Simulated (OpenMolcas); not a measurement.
**Computed transition rates of O+**

* Program: OpenMolcas
* Method: MS-RASPT2, IPEA 0.25 Eh, imaginary shift 0.1 Eh (closed shells correlated: 1s 2s)
* Basis: ANO-RCC [8s7p4d3f2g]
* Scalar Hamiltonian: DKH2, point nucleus
* Active space: 3 electrons in 9 orbitals (RAS2 2p; RAS3 3s 3d, at most 1 electron)
* State averaging: 2S+1 = 4 odd, 1 root; 2S+1 = 2 odd, 8 roots; 2S+1 = 4 even, 18 roots; 2S+1 = 2 even, 49 roots
* Spin-orbit coupling: state interaction with AMFI integrals over the reference wave functions, term energies averaged over their components

Rates come from the transition moments of the reference wave functions (E1 and E2 in the length form). At fixed line strength A goes as λ^-3 for E1 and M1 and as λ^-5 for E2, so a rate at the computed wavelength can be rescaled to the measured one. Measured vacuum wavelengths follow from level energies in NIST Handbook of Basic Atomic Spectroscopic Data. Branching counts decays inside the model space alone, at computed energies, and the table is only a selection of the E1 lines, drawn from those between levels with measured partners whose computed energy lies within a factor of 1.5 of the measured one.

```json
{"Upper": "2s² 2p² 3s ²S_1/2", "Lower": "2s² 2p³ ²P°_3/2", "Type": "E1", "λ computed (nm)": "53.46", "λ measured (nm)": "52.59", "A computed (s-1)": "1.66e+09", "A rescaled (s-1)": "1.74e+09", "Branching %": "66.3"}
{"Upper": "2s² 2p² 3s ²P_1/2", "Lower": "2s² 2p³ ²D°_3/2", "Type": "E1", "λ computed (nm)": "61.58", "λ measured (nm)": "61.71", "A computed (s-1)": "1.63e+09", "A rescaled (s-1)": "1.62e+09", "Branching %": "72.5"}
{"Upper": "2s² 2p² 3s ²P_3/2", "Lower": "2s² 2p³ ²D°_5/2", "Type": "E1", "λ computed (nm)": "61.5", "λ measured (nm)": "61.63", "A computed (s-1)": "1.46e+09", "A rescaled (s-1)": "1.45e+09", "Branching %": "65.1"}
{"Upper": "2s² 2p² 3s ²D_5/2", "Lower": "2s² 2p³ ²D°_5/2", "Type": "E1", "λ computed (nm)": "55.65", "λ measured (nm)": "55.51", "A computed (s-1)": "1.37e+09", "A rescaled (s-1)": "1.38e+09", "Branching %": "77.8"}
{"Upper": "2s² 2p² 3s ²D_3/2", "Lower": "2s² 2p³ ²D°_3/2", "Type": "E1", "λ computed (nm)": "55.65", "λ measured (nm)": "55.51", "A computed (s-1)": "1.32e+09", "A rescaled (s-1)": "1.33e+09", "Branching %": "75.2"}
{"Upper": "2s² 2p² 3s ⁴P_5/2", "Lower": "2s² 2p³ ⁴S°_3/2", "Type": "E1", "λ computed (nm)": "53.93", "λ measured (nm)": "53.91", "A computed (s-1)": "9.23e+08", "A rescaled (s-1)": "9.24e+08", "Branching %": "100.0"}
{"Upper": "2s² 2p² 3s ⁴P_3/2", "Lower": "2s² 2p³ ⁴S°_3/2", "Type": "E1", "λ computed (nm)": "53.99", "λ measured (nm)": "53.95", "A computed (s-1)": "9.20e+08", "A rescaled (s-1)": "9.22e+08", "Branching %": "99.9"}
{"Upper": "2s² 2p² 3s ⁴P_1/2", "Lower": "2s² 2p³ ⁴S°_3/2", "Type": "E1", "λ computed (nm)": "54.02", "λ measured (nm)": "53.99", "A computed (s-1)": "9.18e+08", "A rescaled (s-1)": "9.20e+08", "Branching %": "100.0"}
{"Upper": "2s² 2p² 3s ²S_1/2", "Lower": "2s² 2p³ ²P°_1/2", "Type": "E1", "λ computed (nm)": "53.46", "λ measured (nm)": "52.59", "A computed (s-1)": "8.42e+08", "A rescaled (s-1)": "8.84e+08", "Branching %": "33.7"}
{"Upper": "2s² 2p² 3s ²P_3/2", "Lower": "2s² 2p³ ²P°_3/2", "Type": "E1", "λ computed (nm)": "68.88", "λ measured (nm)": "67.29", "A computed (s-1)": "5.30e+08", "A rescaled (s-1)": "5.68e+08", "Branching %": "23.6"}
{"Upper": "2s² 2p² 3s ²P_1/2", "Lower": "2s² 2p³ ²P°_1/2", "Type": "E1", "λ computed (nm)": "68.99", "λ measured (nm)": "67.38", "A computed (s-1)": "4.16e+08", "A rescaled (s-1)": "4.47e+08", "Branching %": "18.5"}
{"Upper": "2s² 2p² 3s ²D_5/2", "Lower": "2s² 2p³ ²P°_3/2", "Type": "E1", "λ computed (nm)": "61.64", "λ measured (nm)": "60.06", "A computed (s-1)": "2.88e+08", "A rescaled (s-1)": "3.11e+08", "Branching %": "16.4"}
{"Upper": "2s² 2p² 3s ²D_3/2", "Lower": "2s² 2p³ ²P°_1/2", "Type": "E1", "λ computed (nm)": "61.63", "λ measured (nm)": "60.06", "A computed (s-1)": "2.39e+08", "A rescaled (s-1)": "2.58e+08", "Branching %": "13.7"}
{"Upper": "2s² 2p² 3s ²P_1/2", "Lower": "2s² 2p³ ²P°_3/2", "Type": "E1", "λ computed (nm)": "68.99", "λ measured (nm)": "67.38", "A computed (s-1)": "2.02e+08", "A rescaled (s-1)": "2.17e+08", "Branching %": "9.0"}
{"Upper": "2s² 2p² 3s ²P_3/2", "Lower": "2s² 2p³ ²D°_3/2", "Type": "E1", "λ computed (nm)": "61.49", "λ measured (nm)": "61.64", "A computed (s-1)": "1.48e+08", "A rescaled (s-1)": "1.47e+08", "Branching %": "6.6"}
{"Upper": "2s² 2p² 3s ²D_3/2", "Lower": "2s² 2p³ ²D°_5/2", "Type": "E1", "λ computed (nm)": "55.65", "λ measured (nm)": "55.51", "A computed (s-1)": "1.38e+08", "A rescaled (s-1)": "1.39e+08", "Branching %": "7.9"}
{"Upper": "2s² 2p² 3s ²P_3/2", "Lower": "2s² 2p³ ²P°_1/2", "Type": "E1", "λ computed (nm)": "68.88", "λ measured (nm)": "67.3", "A computed (s-1)": "1.08e+08", "A rescaled (s-1)": "1.16e+08", "Branching %": "4.8"}
{"Upper": "2s² 2p² 3s ²D_5/2", "Lower": "2s² 2p³ ²D°_3/2", "Type": "E1", "λ computed (nm)": "55.65", "λ measured (nm)": "55.51", "A computed (s-1)": "1.02e+08", "A rescaled (s-1)": "1.03e+08", "Branching %": "5.8"}
{"Upper": "2s² 2p² 3s ²D_3/2", "Lower": "2s² 2p³ ²P°_3/2", "Type": "E1", "λ computed (nm)": "61.64", "λ measured (nm)": "60.06", "A computed (s-1)": "5.68e+07", "A rescaled (s-1)": "6.14e+07", "Branching %": "3.2"}
```

The largest correction is for 2s² 2p² 3s ²D_5/2 → 2s² 2p³ ²P°_3/2 (E1): 2.88e+08 × (61.64 / 60.06)^3 = 3.11e+08 s-1, a factor of 1.08.

The computed rate and branching of 2s² 2p² 3s ⁴P_5/2 → 2s² 2p³ ⁴S°_3/2 give the upper level a radiative lifetime of 1.000 / 9.23e+08 s-1 = 1.08e-09 s, counting decays inside the model space alone. The rescaled rate gives about 1.1e-09 s.

The computed order of these levels differs from the measured one in 2 places, and where term gaps are wrong the rates of spin-changing lines can be off by large factors.

No measured rate stands beside these. Rescaling mends the energy factor alone: line strengths can still be far off where a level mixes with configurations outside the active space, and weak or spin-changing lines hang on small mixing coefficients that depend on the term gaps too, so rescaling need not improve them.

CASPT2 does not keep the components of a term degenerate, so their means are used; among the terms shown or strongly mixed into the levels shown the widest spread is 520 cm-1 (2s² 2p³ ²D°). Over all roots computed the reference weight is 0.90 to 0.98; the roots of lowest weight are the least certain, and an intruder state may touch them. ANO sets are built for valence states and can reach diffuse excited orbitals poorly. With the s shell closed, the reference lacks s² → p² mixing. Measured partners are found by configuration, term and J. A level has none where our copy of the source lacks it or the pairing is in doubt (some pairs that miss far off the trend of their configuration count as doubtful). Levels of configurations outside the active space are missing.

° marks odd parity.
